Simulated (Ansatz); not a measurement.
Basis-set series for `C[CH2][In]([SH])[SH]`. Total charge 0; spin multiplicity 1. In: def2 effective core potential. The structure was optimised at the PBE0-D4/def2-TZVP level. It is one conformer, not always the lowest.

```csv
functional,basis,functions,energy (Eh),HOMO (eV),LUMO (eV)
PBE0-D4,def2-SVP,125,-1066.32935,-7.03,-0.88
PBE0-D4,def2-TZVPP,294,-1066.70334,-7.19,-1.02
ωB97M-V,def2-SVP,125,-1066.54376,-9.16,0.73
ωB97M-V,def2-TZVPP,294,-1066.92208,-9.37,0.47
```

Question: Give the rows for def2-QZVPP. (Best estimate.)

Answer: Ansatz gave: 
| functional | basis | functions | energy (Eh) | HOMO (eV) | LUMO (eV) |
| --- | --- | --- | --- | --- | --- |
| PBE0-D4 | def2-QZVPP | 546 | -1066.73369 | -7.22 | -1.06 |
| ωB97M-V | def2-QZVPP | 546 | -1066.95138 | -9.40 | 0.38 |

Positive LUMOs are unbound and depend on the basis.
